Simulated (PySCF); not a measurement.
Si(OSiH3)(H)(NHSiH3)2 (H₁₂N₂OSi₄), SMILES [SiH3]N[SiH](N[SiH3])O[SiH3].

Geometry optimised at B3LYP-D3(BJ)/def2-SVP. The values are those of a single conformer.

All values below come from r2SCAN/def2-SVP (PySCF).

```yaml
total_energy: -1349.37471 hartree
highest_occupied_level: -6.44 eV
lowest_empty_level: -0.14 eV
orbital_gap: 6.30 eV
dipole_moment: 1.57 D
quadrupole, principal values (traceless, Buckingham form, about the centre of nuclear charge): -7.18, 3.04, 4.14 D·Å
mean_static_polarisability: 105.5 bohr³ (15.63 Å³)
polarisability_principal_values: 95.2, 107.9, 113.5 bohr³
```
